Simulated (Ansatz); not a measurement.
`BSB` + `C=C=CN` → `BNC=C=C` + `BS` at 400 K and 1 bar (ligand exchange at a B–S bond).

Computed with Ansatz on PBE0-D4/def2-TZVP structures; ΔE is electronic, products minus reactants. CBS: MP2 limit from def2 TZ/QZ plus the TZ coupled-cluster correction, frozen cores. This one scheme is used for every species. Each species was taken in one conformer, which may not be the lowest.

```csv
species,CCSD(T)/CBS energy (Eh),H − E (kJ/mol),S (J/(mol·K))
`BSB`,-449.77944,136.4,296.3
`C=C=CN`,-171.79482,217.3,310.5
`BNC=C=C`,-197.22529,254.7,341.2
`BS`,-424.38198,95.9,260.4
```

H − E and S are ideal-gas, rigid-rotor, harmonic terms from PBE0-D4/def2-TZVP, for one conformer and one mirror image of each species. 1 Eh = 2625.50 kJ/mol, R = 8.31446 J/(mol·K).

Problem. By hand: ΔE, ΔH, ΔS and ΔG.

Solution. ΔE = (-197.22529) + (-424.38198) − (-449.77944) − (-171.79482) = -0.03301 Eh = -86.7 kJ/mol. Δ(H − E) = 254.7 + 95.9 − 136.4 − 217.3 = -3.1, so ΔH = -89.8 kJ/mol. ΔS = 341.2 + 260.4 − 296.3 − 310.5 = -5.2 J/(mol·K). ΔG = -89.8 − 400 × (-5.2)/1000 = -87.7 kJ/mol.

Problem. By hand: the equilibrium constant, and the temperature at which ΔG would vanish if ΔH and ΔS stayed fixed.

Solution. log₁₀ K = −ΔG/(RT ln 10) = 11.5. ΔG = 0 at ΔH/ΔS = 17269 K, far beyond where these terms or the molecules hold.

The number of gas molecules stays the same, so ΔS is small and ΔH decides. A doubt of 5 kJ/mol in ΔE shifts log₁₀ K by 0.7 here. Other conformers and mirror images would add mixing entropy, several J/(mol·K) or more a flexible species. These are equilibria of isolated gas molecules and say nothing of rates. Largest T1 diagnostic: 0.015 (customary marks: 0.02 for closed shells, 0.045 for open ones).
